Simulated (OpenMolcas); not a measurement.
**Ar VII: effect of the active space**

- Program: OpenMolcas
- Method: SS-CASPT2, IPEA 0.25 Eh, imaginary shift 0.1 Eh
- Basis: ANO-R3
- Scalar Hamiltonian: X2C, finite nucleus
- Spin-orbit coupling: RASSI with atomic mean-field integrals over the reference wave functions, term energies averaged over their components

A. 2 electrons in 4 orbitals (3s 3p); 2S+1 = 3 even, 3 roots; 2S+1 = 1 even, 7 roots (6 in the spin-orbit step); 2S+1 = 3 odd, 3 roots; 2S+1 = 1 odd, 3 roots; closed shells correlated: 2s 2p; CASPT2 step of the order of 3 core-seconds
B. 2 electrons in 8 orbitals (3s 3p 4s 4p); 2S+1 = 3 even, 3 roots; 2S+1 = 1 even, 7 roots (6 in the spin-orbit step); 2S+1 = 3 odd, 3 roots; 2S+1 = 1 odd, 3 roots; closed shells correlated: 2s 2p; CASPT2 step about 5 core-seconds

Energies in cm-1 above 3s2 1S0, the measured ground level; measured values from Saloman, J. Phys. Chem. Ref. Data 39, 033101 (2010).

```
      Level       A       B  Measured
    3s2 1S0     0.0     0.0       0.0
3s 3p 3P* 0  113023  113012    113101
3s 3p 3P* 1  113766  113756    113906
3s 3p 3P* 2  115310  115301    115590
3s 3p 1P* 1  172315  172088    170722
```

Deviations, from unrounded energies. A percentage is the sum of absolute deviations over the sum of measured energies, with the sign that they share, or ± where signs differ.

```tsv
Against measurement	Levels	A	B
mean absolute deviation (cm-1)	4	520	470
other configurations (%)	4	±0.4	±0.4
```

B lies closest to measurement on these levels. The largest miss of B in the table is 3s 3p 1P* 1, by +1400 cm-1. The ranking rests on the paired levels alone, and a cruder setting can come out closer through cancelling errors.

Between A and B the level of the table that moves most is 3s 3p 1P* 1, by 230 cm-1 (lowest in B, highest in A).

Over all roots computed the reference weight is 0.92 to 0.99 in A, 0.91 to 0.99 in B; the roots of lowest weight are the least certain, and an intruder state may touch them. Active for correlation alone: 4p 4s; no level in the range computed is led by a configuration that fills them, so any true level of that kind is missing (holds for B). Measured partners are found by configuration, term and J. A level has none where our copy of the source lacks it or the pairing is in doubt (some pairs that miss far off the trend of their configuration count as doubtful), and it then counts in no deviation. Levels of configurations outside the active space are missing. The table leaves out levels that lie high or whose names do not pair safely across all columns.

* marks odd parity.
